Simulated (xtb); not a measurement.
A run for xtb: GFN2-xTB on F2GeH3N (SMILES [NH2][GeH]([F])[F]), a point of a torsion scan.

```
$ xtb mol.xyz --gfn 2 --sp --chrg 0 --uhf 0
7

N      1.11991237    -0.08805317    -0.16804115
Ge    -0.63262322    -0.05068233     0.13340652
F     -1.41655175    -0.63544280    -1.28510933
F     -1.03466188     1.62417075     0.12559187
H      1.62057669     0.78591381    -0.11473054
H      1.69776836    -0.86399481     0.10790642
H     -1.34353124    -0.68963326     1.27335396
```

It printed:

```
[...]
           -------------------------------------------------
          |                Calculation Setup                |
           -------------------------------------------------



           -------------------------------------------------
          |                 G F N 2 - x T B                 |
           -------------------------------------------------

        Reference                      10.1021/acs.jctc.8b01176
      * Hamiltonian:
        H0-scaling (s, p, d)           1.850000    2.230000    2.230000
        zeta-weighting                 0.500000
      * Dispersion:
        s8                             2.700000
        a1                             0.520000
        a2                             5.000000
        s9                             5.000000
      * Repulsion:
        kExp                           1.500000    1.000000
        rExp                           1.000000
      * Coulomb:
        alpha                          2.000000
        third order                    shell-resolved
        anisotropic                    true
        a3                             3.000000
        a5                             4.000000
        cn-shift                       1.200000
        cn-exp                         4.000000
        max-rad                        5.000000


          ...................................................
          :                      SETUP                      :
          :.................................................:
          :  # basis functions                  25          :
          :  # atomic orbitals                  24          :
          :  # shells                           12          :
          :  # electrons                        26          :
          :  max. iterations                   250          :
          :  Hamiltonian                  GFN2-xTB          :
          :  restarted?                      false          :
          :  GBSA solvation                  false          :
          :  PC potential                    false          :
          :  electronic temp.          300.0000000     K    :
          :  accuracy                    1.0000000          :
          :  -> integral cutoff          0.2500000E+02      :
          :  -> integral neglect         0.1000000E-07      :
          :  -> SCF convergence          0.1000000E-05 Eh   :
          :  -> wf. convergence          0.1000000E-03 e    :
          :  Broyden damping             0.4000000          :
          :  net charge                          0          :
          :  unpaired electrons                  0          :
          ...................................................

 iter      E             dE          RMSdq      gap      omega  full diag
   1    -15.2022980 -0.152023E+02  0.134E+01    4.64       0.0  T
   2    -15.2094735 -0.717547E-02  0.129E+01    9.72       1.0  T
   3    -15.9907110 -0.781237E+00  0.393E+00    7.83       1.0  T
   4    -15.9690270  0.216840E-01  0.259E+00    7.75       1.0  T
   5    -15.9898590 -0.208320E-01  0.148E+00    7.01       1.0  T
   6    -15.9961374 -0.627842E-02  0.201E-01    7.30       1.0  T
   7    -15.9961801 -0.426779E-04  0.633E-02    7.32       1.0  T
   8    -15.9961798  0.252171E-06  0.285E-02    7.32       1.3  T
   9    -15.9961799 -0.918666E-07  0.155E-02    7.32       2.4  T
  10    -15.9961804 -0.502630E-06  0.229E-03    7.32      16.5  T
  11    -15.9961804 -0.151213E-08  0.886E-04    7.32      42.7  T
  12    -15.9961804 -0.383046E-09  0.122E-04    7.32     310.8  T

   *** convergence criteria satisfied after 12 iterations ***

         #    Occupation            Energy/Eh            Energy/eV
      -------------------------------------------------------------
         1        2.0000           -0.8061644             -21.9368
       ...           ...                  ...                  ...
         7        2.0000           -0.5101295             -13.8813
         8        2.0000           -0.5077131             -13.8156
         9        2.0000           -0.4922556             -13.3950
        10        2.0000           -0.4878392             -13.2748
        11        2.0000           -0.4840453             -13.1715
        12        2.0000           -0.4753551             -12.9351
        13        2.0000           -0.4297522             -11.6942 (HOMO)
        14                         -0.1608185              -4.3761 (LUMO)
        15                         -0.1237670              -3.3679
        16                         -0.0690474              -1.8789
        17                         -0.0222113              -0.6044
        18                          0.0647879               1.7630
       ...                                ...                  ...
        24                          0.9748108              26.5260
      -------------------------------------------------------------
                  HL-Gap            0.2689337 Eh            7.3181 eV
             Fermi-level           -0.2952854 Eh           -8.0351 eV

 SCC (total)                   0 d,  0 h,  0 min,  0.003 sec
 SCC setup                      ...        0 min,  0.000 sec (  2.073%)
 Dispersion                     ...        0 min,  0.000 sec (  0.817%)
 classical contributions        ...        0 min,  0.000 sec (  0.355%)
 integral evaluation            ...        0 min,  0.001 sec ( 16.374%)
 iterations                     ...        0 min,  0.002 sec ( 51.306%)
 molecular gradient             ...        0 min,  0.001 sec ( 25.426%)
 printout                       ...        0 min,  0.000 sec (  3.396%)

         :::::::::::::::::::::::::::::::::::::::::::::::::::::
         ::                     SUMMARY                     ::
         :::::::::::::::::::::::::::::::::::::::::::::::::::::
         :: total energy             -15.933467630435 Eh    ::
         :: gradient norm              0.001855268300 Eh/a0 ::
         :: HOMO-LUMO gap              7.318057681100 eV    ::
         ::.................................................::
         :: SCC energy               -15.996179520199 Eh    ::
         :: -> isotropic ES            0.025670309074 Eh    ::
         :: -> anisotropic ES          0.000340383455 Eh    ::
         :: -> anisotropic XC          0.000700070384 Eh    ::
         :: -> dispersion             -0.002812160806 Eh    ::
         :: repulsion energy           0.062711889764 Eh    ::
         :: add. restraining           0.000000000000 Eh    ::
         :: total charge              -0.000000000000 e     ::
         :::::::::::::::::::::::::::::::::::::::::::::::::::::

           -------------------------------------------------
          |                Property Printout                |
           -------------------------------------------------

    * Orbital Energies and Occupations

         #    Occupation            Energy/Eh            Energy/eV
      -------------------------------------------------------------
         1        2.0000           -0.8061644             -21.9368
         2        2.0000           -0.7946790             -21.6243
         3        2.0000           -0.6593254             -17.9412
         4        2.0000           -0.6131173             -16.6838
         5        2.0000           -0.5506068             -14.9828
         6        2.0000           -0.5203839             -14.1604
         7        2.0000           -0.5101295             -13.8813
         8        2.0000           -0.5077131             -13.8156
         9        2.0000           -0.4922556             -13.3950
        10        2.0000           -0.4878392             -13.2748
        11        2.0000           -0.4840453             -13.1715
        12        2.0000           -0.4753551             -12.9351
Note: The following floating-point exceptions are signalling: IEEE_DENORMAL
normal termination of xtb
        13        2.0000           -0.4297522             -11.6942 (HOMO)
        14                         -0.1608185              -4.3761 (LUMO)
        15                         -0.1237670              -3.3679
        16                         -0.0690474              -1.8789
        17                         -0.0222113              -0.6044
        18                          0.0647879               1.7630
        19                          0.0850920               2.3155
        20                          0.1180984               3.2136
        21                          0.2369239               6.4470
        22                          0.7567763              20.5929
        23                          0.8187289              22.2787
        24                          0.9748108              26.5260
      -------------------------------------------------------------
                  HL-Gap            0.2689337 Eh            7.3181 eV
             Fermi-level           -0.2952854 Eh           -8.0351 eV

     #   Z          covCN         q      C6AA      α(0)
     1   7 N        2.555    -0.328    28.454     7.922
     2  32 Ge       3.209     0.383   192.164    26.265
     3   9 F        0.716    -0.255    11.828     4.061
     4   9 F        0.716    -0.261    11.894     4.072
     5   1 H        0.861     0.206     1.076     1.625
     6   1 H        0.861     0.187     1.174     1.697
     7   1 H        0.940     0.067     2.113     2.273

 Mol. C6AA /au·bohr⁶  :        851.761225
 Mol. C8AA /au·bohr⁸  :      38566.458783
 Mol. α(0) /au        :         47.915703


Wiberg/Mayer (AO) data.
largest (>0.10) Wiberg bond orders for each atom

 ---------------------------------------------------------------------------
     #   Z sym  total        # sym  WBO       # sym  WBO       # sym  WBO
 ---------------------------------------------------------------------------
     1   7 N    3.257 --     2 Ge   1.171     6 H    0.939     5 H    0.924
                             7 H    0.113
     2  32 Ge   4.150 --     1 N    1.171     4 F    1.085     3 F    1.081
                             7 H    0.764
     3   9 F    1.245 --     2 Ge   1.081
     4   9 F    1.236 --     2 Ge   1.085
     5   1 H    0.958 --     1 N    0.924
     6   1 H    0.965 --     1 N    0.939
     7   1 H    0.995 --     2 Ge   0.764     1 N    0.113
 ---------------------------------------------------------------------------

Topologies differ in total number of bonds
Writing topology from bond orders to xtbtopo.mol

molecular dipole:
                 x           y           z       tot (Debye)
 q only:        1.102      -0.564       0.913
   full:        1.198      -0.651       1.189       4.597
molecular quadrupole (traceless):
                xx          xy          yy          xz          yz          zz
 q only:        1.989       1.628      -1.478      -2.786      -1.950      -0.512
  q+dip:        2.680       2.123      -1.755      -3.263      -2.771      -0.925
   full:        2.626       1.784      -1.193      -2.737      -2.635      -1.433


           -------------------------------------------------
          | TOTAL ENERGY              -15.933467630435 Eh   |
          | GRADIENT NORM               0.001855268300 Eh/α |
          | HOMO-LUMO GAP               7.318057681100 eV   |
           -------------------------------------------------

------------------------------------------------------------------------
------------------------------------------------------------------------
 total:
 SCF:
```

The run finished.

Cost: around 0.020 core-seconds (rough).
